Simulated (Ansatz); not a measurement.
Two members of one family (Series GaH2X), computed with Ansatz in the gas phase. Binding counts from free atoms in the multiplicity of their measured ground term, without zero-point energy. A dash marks a value that wasn't run or was left out as unsound. The structures are stationary points that may keep the symmetry of their start. Remarks come from the PBE and PBE0 runs and from stability tests at other levels; not every state was tested. HOMO above LUMO (over both spins in singlets and doublets, within one spin in higher multiplets; at PBE or PBE0), or a gap under 0.15 eV within one spin, warns that the state may not be the lowest or that an electron is smeared out.

First: GaH2(vinyl) (singlet, charge 0, B3LYP-D4/def2-TZVP geometry).

| atom | x (Å) | y (Å) | z (Å) |
| --- | --- | --- | --- |
| Ga1 | 0.405 | -1.182 | -0.835 |
| H2 | 0.723 | -2.709 | -0.650 |
| H3 | 0.482 | -0.495 | -2.248 |
| C4 | -0.103 | -0.046 | 0.679 |
| C5 | -0.367 | 1.253 | 0.508 |
| H6 | -0.179 | -0.451 | 1.685 |
| H7 | -0.310 | 1.725 | -0.468 |
| H8 | -0.650 | 1.906 | 1.328 |

| level | HOMO (eV) | LUMO (eV) | gap (eV) | vertical IE (eV) | vertical triplet (eV) | binding per atom (eV) |
| --- | --- | --- | --- | --- | --- | --- |
| revPBE-D4/def2-TZVP | -6.73 | -2.48 | 4.25 | – | – | 3.47 |
| BLYP-D4/def2-TZVP | -6.67 | -2.51 | 4.16 | – | – | 3.48 |
| r2SCAN-D4/def2-TZVP | -7.04 | -2.36 | 4.68 | 9.99 | 3.71 | 3.52 |
| PBE0-D4/def2-SVP | -8.00 | -1.70 | 6.30 | – | – | 3.53 |
| PBE0-D4/def2-TZVP | -8.02 | -1.74 | 6.27 | 10.14 | 3.86 | 3.51 |

Remarks: gap within one spin near zero at PBE or PBE0 (+1 doublet).

Second: GaH2(OMe) (singlet, charge 0, B3LYP-D4/def2-TZVP geometry).

Cartesian coordinates in Å:
```
Ga 0.856 -1.024 0.891
H -0.183 -0.889 2.054
H 2.161 -1.865 0.794
O 0.511 -0.063 -0.582
C -0.608 0.783 -0.745
H -1.187 0.465 -1.619
H -0.274 1.811 -0.918
H -1.276 0.783 0.125
```

What does the change do? Estimate second minus first.


```json
{"level": "revPBE-D4/def2-TZVP", "Δ HOMO (eV)": "0.39", "Δ LUMO (eV)": "0.60", "Δ gap (eV)": "0.22", "Δ vertical IE (eV)": "–", "Δ vertical triplet (eV)": "–", "Δ binding per atom (eV)": "-0.20"}
{"level": "BLYP-D4/def2-TZVP", "Δ HOMO (eV)": "0.35", "Δ LUMO (eV)": "0.57", "Δ gap (eV)": "0.22", "Δ vertical IE (eV)": "–", "Δ vertical triplet (eV)": "–", "Δ binding per atom (eV)": "-0.18"}
{"level": "r2SCAN-D4/def2-TZVP", "Δ HOMO (eV)": "0.36", "Δ LUMO (eV)": "0.67", "Δ gap (eV)": "0.31", "Δ vertical IE (eV)": "-0.01", "Δ vertical triplet (eV)": "1.07", "Δ binding per atom (eV)": "-0.18"}
{"level": "PBE0-D4/def2-SVP", "Δ HOMO (eV)": "0.26", "Δ LUMO (eV)": "0.59", "Δ gap (eV)": "0.33", "Δ vertical IE (eV)": "–", "Δ vertical triplet (eV)": "–", "Δ binding per atom (eV)": "-0.22"}
{"level": "PBE0-D4/def2-TZVP", "Δ HOMO (eV)": "0.19", "Δ LUMO (eV)": "0.54", "Δ gap (eV)": "0.35", "Δ vertical IE (eV)": "-0.06", "Δ vertical triplet (eV)": "1.21", "Δ binding per atom (eV)": "-0.21"}
```

Remarks: gap within one spin near zero at PBE or PBE0 (+1 doublet), gap within one spin near zero at PBE or PBE0 (triplet).
